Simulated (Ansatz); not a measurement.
Isolated molecules relaxed with PBE0-D4/def2-TZVP in Ansatz; ΔE leaves out vibrations. CBS: MP2 limit from def2 TZ/QZ plus the TZ coupled-cluster correction, frozen cores. Functionals use def2-TZVPP. Elements past krypton have def2 core potentials. For Sn outer-core shells are correlated without core-valence functions, which leaves a few kJ/mol of doubt a bond. Each species was taken in one conformer, which may not be the lowest.

`[NH2][SnH]([F])[Cl]` + `O[Si@@H](Cl)[Si@@H](O)Cl` → `[NH2][Sn]([F])([Cl])[Cl]` + `O[SiH2][SiH](O)Cl`  (redistribution)

`[NH2][SnH]([F])[Cl]`:

Cartesian coordinates in Å:
```
N 1.228 0.399 0.338
Sn -0.571 -0.412 0.038
F -0.923 -0.551 -1.844
Cl -2.102 1.116 0.835
H 1.224 1.403 0.206
H 1.957 0.005 -0.244
H -0.814 -1.961 0.672
```

`O[Si@@H](Cl)[Si@@H](O)Cl`:

Z-matrix (Å, degrees):
```
Si
Cl 1 2.063
Si 1 2.343 2 106.2
O 1 1.636 2 111.8 3 117.8
H 1 1.477 2 107.3 3 -125.2
O 3 1.645 1 101.6 2 90.2
Cl 3 2.063 1 110.6 2 -152.1
H 3 1.484 1 116.9 2 -31.3
H 4 0.961 1 116.4 2 -79.9
H 6 0.959 3 119.3 1 -176.7
```

`[NH2][Sn]([F])([Cl])[Cl]`:

```xyz
7

N     0.891    0.123    1.039
Sn   -0.490    0.106   -0.393
F    -1.695    1.545   -0.117
Cl    0.403    0.476   -2.474
Cl   -1.802   -1.776   -0.333
H     1.827    0.240    0.670
H     0.867   -0.714    1.608
```

`O[SiH2][SiH](O)Cl`:

Cartesian coordinates in Å:
```
O 0.993 1.852 -0.402
Si 0.867 0.753 0.822
Si -0.473 -0.999 0.014
O -1.396 -0.210 -1.101
Cl 0.650 -2.468 -0.906
H 0.258 1.869 -1.020
H 0.227 1.341 2.034
H 2.232 0.301 1.182
H -1.323 -1.729 0.991
H -2.035 -0.710 -1.613
```

| level | ΔE (eV) |
| --- | --- |
| r2SCAN-D4 | 0.32 |
| ωB97M-V | 0.35 |
| HF/CBS(def2) | 0.25 |
| MP2/CBS(def2) | 0.31 |

**Question.** What does CCSD(T)/CBS give? (Estimate.)

**Answer.** Computed: +0.29 eV. The listed levels differ from it by 0.03, 0.06, -0.04, 0.02 eV.

Largest T1 diagnostic among the species: 0.013.

In def2-TZVPP, CCSD(T) changes the Hartree–Fock value by +0.05 eV (the triples alone add −0.00 eV) and MP2 by +0.07 eV.
